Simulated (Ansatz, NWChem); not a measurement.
Exact exchange and the electronic atomisation energy of KF

KF: 2 atoms, total charge 0, spin state singlet. SMILES: `[F][K]`. Geometry: relaxed at PBE0-D4/def2-TZVP.

The electronic atomisation energy y, in eV, basis def2-TZVPP; a is the functional's share of exact exchange. Programs: Ansatz 0.2.0, NWChem 7.3.0.

| functional | program | a | y (eV) |
| --- | --- | --- | --- |
| TPSS | NWChem | 0 | 5.01 |
| revPBE | Ansatz | 0 | 4.87 |
| B3LYP | Ansatz | 0.2 | 4.86 |
| PBE0 | Ansatz | 0.25 | 4.75 |
| r2SCAN0 | Ansatz | 0.25 | ? |
| BHLYP | Ansatz | 0.5 | 4.47 |

Task: Fit y = c + s·a to the known rows and predict r2SCAN0.

Result: 
1. Means of the 5 rows: a = 0.1900, y = 4.792.
2. Σ(Δa)² = 0.172, Σ(Δa·Δy) = -0.1579, so the slope is -0.1579/0.172 = -0.91802.
3. Intercept: 4.792 − (-0.91802) × 0.1900 = 4.966. The largest residual of the fit is 0.096.
4. r2SCAN0: 4.966 + (-0.91802) × 0.25 = 4.74 eV.

The run gave 4.67 eV, so the prediction is off by +0.07 eV, within the scatter of the fit. The rows mix families of semi-local functionals, which the line can't see.
